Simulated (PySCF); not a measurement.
An equivalent PySCF input for Cu⁻ (copper, charge -1), [Ar] 3d10 4s2, closed-shell 1S, with scalar relativity by spin-free X2C-1e:

```python
from pyscf import gto, scf, dft, mp, cc
import basis_set_exchange as bse
mol = gto.M(atom="Cu 0 0 0", charge=-1, spin=0, symmetry="D2h",
            basis=gto.basis.parse(bse.get_basis("aug-cc-pVDZ-DK", elements=["Cu"], fmt="nwchem")),
            nucmod="G")
mf = dft.UKS(mol, xc="WB97X").sfx2c1e()
mf.irrep_nelec = {'Ag': (6, 6), 'B1g': (1, 1), 'B2g': (1, 1), 'B3g': (1, 1), 'B1u': (2, 2), 'B2u': (2, 2), 'B3u': (2, 2)}
mf.kernel()
```

It reaches the same state as the run whose output follows, with an energy that differs only through the grid. The run itself started from symmetry-adapted Hartree-Fock orbitals and held the occupation by maximum overlap, on a logarithmic radial grid, so the iterations belong to that start.

```
SCF conv_tol = 1e-09
number electrons alpha = 15  beta = 15
XC functionals = WB97X
    J.-D. Chai and M. Head-Gordon.,  J. Chem. Phys. 128, 084106 (2008)
cycle= 1 E= -1654.85127945444  delta_E= -0.0136  |g|= 0.279  |ddm|= 0.351
cycle= 2 E= -1654.81159283777  delta_E= 0.0397  |g|= 0.578  |ddm|= 0.427
cycle= 3 E= -1654.86498895792  delta_E= -0.0534  |g|= 0.0165  |ddm|= 0.268
cycle= 4 E= -1654.86523364983  delta_E= -0.000245  |g|= 0.0123  |ddm|= 0.0654
cycle= 5 E= -1654.86531773871  delta_E= -8.41e-05  |g|= 0.00141  |ddm|= 0.0524
cycle= 6 E= -1654.86532369469  delta_E= -5.96e-06  |g|= 0.000165  |ddm|= 0.0248
cycle= 7 E= -1654.86532385072  delta_E= -1.56e-07  |g|= 2.92e-05  |ddm|= 0.00482
cycle= 8 E= -1654.8653238575  delta_E= -6.77e-09  |g|= 8.92e-06  |ddm|= 0.00114
cycle= 9 E= -1654.86532385752  delta_E= -1.91e-11  |g|= 2.01e-07  |ddm|= 2.04e-05
converged SCF energy = -1654.86532385752  <S^2> = -3.0198066e-14  2S+1 = 1
```
